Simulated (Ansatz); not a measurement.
The cluster Ag2F⁺ (the lowest singlet isomer of a short search). Total charge 1; singlet. Geometry r2SCAN-D4/def2-TZVP, basis def2-TZVP, Ansatz.

```xyz
3

Ag   -1.794    0.623    0.875
Ag    1.792   -0.623   -0.878
F     0.002    0.000    0.004
```

```tsv
run	HOMO (eV)	LUMO (eV)
A	-11.99	-9.21
B	-11.70	-8.36
C	-14.58	-6.72
D	-11.63	-8.81
E	-15.44	-5.37
F	-13.04	-7.59
```

In the def2 sets Ag takes a core potential; there is no spin–orbit coupling. The structure comes from a short search, and lower isomers may exist.

Problem. The runs used CAM-B3LYP, LDA (SPW92), PBE, PBE0, r2SCAN, ωB97X-V. Estimate which is which.

Solution. A LDA (SPW92) (0 % exact exchange); B r2SCAN (0 % exact exchange); C CAM-B3LYP (range-separated); D PBE (0 % exact exchange); E ωB97X-V (range-separated); F PBE0 (25 % exact exchange). Exact exchange lowers occupied and raises empty levels; among semilocal functionals meta-GGAs tend to open the gap a little, and such runs are hard to tell apart. The gap grows from 2.78 eV (LDA (SPW92)) to 10.06 eV (ωB97X-V).
